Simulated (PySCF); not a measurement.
Geometry:
| atom | x (Å) | y (Å) | z (Å) |
| --- | --- | --- | --- |
| B1 | 3.096 | 0.078 | 0.519 |
| N2 | 1.861 | -0.131 | -0.141 |
| B3 | 0.559 | 0.069 | 0.408 |
| C4 | -0.759 | -0.165 | -0.425 |
| C5 | -1.683 | -1.154 | 0.290 |
| C6 | -1.462 | 1.182 | -0.638 |
| H7 | 4.130 | -0.122 | -0.077 |
| H8 | 3.090 | 0.455 | 1.665 |
| H9 | 1.902 | -0.449 | -1.106 |
| H10 | 0.495 | 0.450 | 1.557 |
| H11 | -0.507 | -0.580 | -1.420 |
| H12 | -2.614 | -1.313 | -0.278 |
| H13 | -1.208 | -2.139 | 0.430 |
| H14 | -1.964 | -0.780 | 1.288 |
| H15 | -0.829 | 1.901 | -1.182 |
| H16 | -2.392 | 1.056 | -1.217 |
| H17 | -1.733 | 1.643 | 0.326 |

Theory: geometry from PBE0-D3(BJ)/def2-SVP, NMR shieldings at B3LYP/pcSseg-2/GIAO, in PySCF (fast rotation and ring inversion assumed for equivalent nuclei, no relativistic terms, no solvent model, single conformer).

References, each an isolated molecule treated in the same way: $^{13}$C (σref 179.19) and $^{1}$H (σref 31.39) against TMS; $^{11}$B (σref 96.39) against BF3·OEt2; $^{15}$N (σref 258.52) against NH3.

| atoms | nucleus | count | δ (ppm) |
| --- | --- | --- | --- |
| C4 | $^{13}$C | 1 | 28.8 |
| B1 | $^{11}$B | 1 | 53.2 |
| H10 | $^{1}$H | 1 | 5.27 |
| H12/H13/H14/H15/H16/H17 | $^{1}$H | 6 | ? |
| B3 | $^{11}$B | 1 | 59.5 |
| H11 | $^{1}$H | 1 | 0.88 |
| H7/H8 | $^{1}$H | 2 | 5.42 |
| N2 | $^{15}$N | 1 | ? |
| H9 | $^{1}$H | 1 | ? |
| C5/C6 | $^{13}$C | 2 | 20.2 |

Problem. Fill in the missing shifts.

Solution. 
- H9: 6.87 ppm, hydrogen on a nitrogen bonded to 2 B; labile proton, position sensitive to the medium
- H12/H13/H14/H15/H16/H17: 1.02 ppm, hydrogen on a methyl carbon
- N2: 190.4 ppm, nitrogen bonded to 2 B, H

OH and NH positions are those of a molecule without intermolecular hydrogen bonds; in solution they move with solvent, concentration and temperature, and exchange usually removes their couplings. Hydrogens on boron are broadened and split by $^{11}$B (spin 3/2, 80 %) and 10B (spin 3). A carbon bonded to boron is broadened by the quadrupolar boron nucleus and is often missing from a measured spectrum. Shifts are as computed. Against solution values, carbons near 30 ppm lie about +3 ppm off and those near 130 ppm about +8 ppm. Of 1313 compounds with measured shifts, 239 miss one by over three times the rms of a fit or turn the order of signals round; such compounds aren't used in these exercises. Experimental scales use liquid or dissolved standards, which lie at an offset from isolated NH3 (liquid NH3: subtract about 20 ppm). Unscaled 15N shifts of sp2 nitrogen come out 20 to 40 ppm too high even then.
